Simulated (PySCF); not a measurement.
# Dipole response of Fe (iron, neutral)

[Ar] 3d6 4s1 4p1, one real determinant (an excited configuration). Calculation: PySCF 2.14, in aug-cc-pVQZ-DK; scalar relativity by spin-free X2C-1e. Coupled (time-dependent) response in atomic units; α is the mean over directions.

| method | mean α (bohr³) | α xx, yy, zz | C₆ (like pair) | S(−4) |
| --- | --- | --- | --- | --- |
| UHF | 80.49 | 71.59, 71.59, 98.30 | 770.5 | 3986 |

S(−4) is the Cauchy moment in α(ω) = α(0) + S(−4) ω² + …

α(iu) at UHF:

```csv
u (hartree),α(iu) (bohr³)
0,80.49
0.0500,71.85
0.100,55.39
0.200,30.88
0.300,18.93
0.500,9.459
0.750,5.428
1.00,3.707
1.50,2.198
2.00,1.515
3.00,0.8761
5.00,0.4139
```

A single London oscillator, α(iu) = α/(1 + u²/ω²), gives C₆ = (3/4) ω α². Matching the computed C₆ needs ω = 4 × 770.5 / (3 × 80.49²) = 0.159 hartree.

The components differ because the open shell of this determinant is not spherical; for a pure term their mean is the scalar polarisability.

⟨L²⟩ = 8.06 against 12 for a pure F term, so this real determinant mixes terms.
